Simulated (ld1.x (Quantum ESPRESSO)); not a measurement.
# Logarithmic derivatives: Os, TM

ld1.x (Quantum ESPRESSO) 7.5 input, shortened:

```
&input
   title='Os', zed=76., rel=1, dft='PW91', iswitch=3,
   config='[Xe] 4f14 5d6 6s1.75 6p0.25'
 /
 &inputp
   pseudotype=2, tm=.true., lloc=-1, rcloc=2.35,
   nlcc=.true.
 /
3
6S  1  0   1.75   0.00  2.50  2.50  0.0
6P  2  1   0.25   0.00  2.90  2.90  0.0
5D  3  2   6.00   0.00  2.76  2.76  0.0
 &test
   configts(1)='5d6 6s1.75 6p0.25'
 /
```

The phase is arctan(r·u′/u) with u = r·R(r), unwrapped; energies in Ry, scanned from -2 to 5 Ry. A pole is an energy at which the radial function vanishes at the test radius. The pseudo phase is shifted by a multiple of π to meet the all-electron one at the reference energy, and phase errors are pseudo minus all-electron; the curves can meet again beyond the range given. Levels narrower than the energy grid can be missing from the lists of poles.

A narrow feature of the pseudo curve, probably an extra level, lies near -0.36 Ry in the s channel; the grid steps over it, so the window and error are not given (n/a).

| channel | radius (bohr) | reference energy (Ry) | poles, all-electron | poles, pseudo | unbroken range about the reference energy with phases within 0.05 rad | phase error 1 Ry above the reference energy (rad) |
| --- | --- | --- | --- | --- | --- | --- |
| s | 3.16 | -0.48 | 0.51 | 0.56 | n/a | n/a |
| p | 3.16 | -0.12 | 1.69 | 1.12, 2.61 | below 0.7 | -0.064 |
| d | 3.16 | -0.50 | -0.31, 3.81 | -0.31, 4.08 | below 1.1 | +0.008 |

Phases in the d channel:

```tsv
E (Ry)	all-electron	pseudo
-2.00	1.338	1.339
-1.52	1.293	1.294
-1.04	1.184	1.185
-0.56	-0.642	-0.641
-0.08	-1.718	-1.716
0.40	-1.876	-1.870
0.88	-2.096	-2.073
1.36	-2.788	-2.659
1.84	-4.038	-3.915
2.32	-4.437	-4.388
2.80	-4.580	-4.550
3.28	-4.656	-4.632
3.76	-4.708	-4.684
4.24	-4.751	-4.725
4.72	-4.793	-4.761
```
